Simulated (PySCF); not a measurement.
Compound: C₇H₁₃F.
InChI=1S/C7H13F/c1-3-4-7(2)5-6-8/h5H,3-4,6H2,1-2H3/b7-5-

Torsions of this conformer, `[CH3:1][CH2:2][CH2:3]/[C:4]([CH3:5])=[CH:6]\[CH2:7][F:8]`: C1–C2–C3–C4 178°, C2–C3–C4–C5 -86°, C4–C6–C7–F8 133°.

The closed-shell ground state was solved at several levels (PySCF, density fitting, gas phase, non-relativistic). One conformer (not necessarily the lowest) at the PBE0-D3(BJ)/def2-SVP geometry, without solvent, vibrations or thermal averaging.

```csv
level,basis functions,HOMO (eV),LUMO (eV),gap (eV),dipole (D)
PBE0/pcSseg-1,201,-7.10,0.21,7.31,2.51
wB97X-D/def2-SVPD,267,-8.95,1.89,10.84,2.58
```

(1) Estimate the row for HF/pcSseg-1, a basis of 201 functions; the other rows only guide the guess.

(2) Over all these levels, which gives the widest orbital gap and which the narrowest?

(3) How far do the dipole and the HOMO energy spread over the levels?

Results:

(1) HOMO -9.52 eV, LUMO 4.03 eV, gap 13.55 eV, dipole 2.78 D.

(2) HF/pcSseg-1 (Hartree–Fock, all exact exchange) has the widest, 13.55 eV, and PBE0/pcSseg-1 (global hybrid, 25 % exact exchange) the narrowest, 7.31 eV. The two share the basis. From the narrowest to the widest the HOMO moves by -2.42 eV and the LUMO by +3.82 eV.

(3) The dipole runs from 2.51 to 2.78 D (mean 2.62 D) and the HOMO from -9.52 to -7.10 eV.
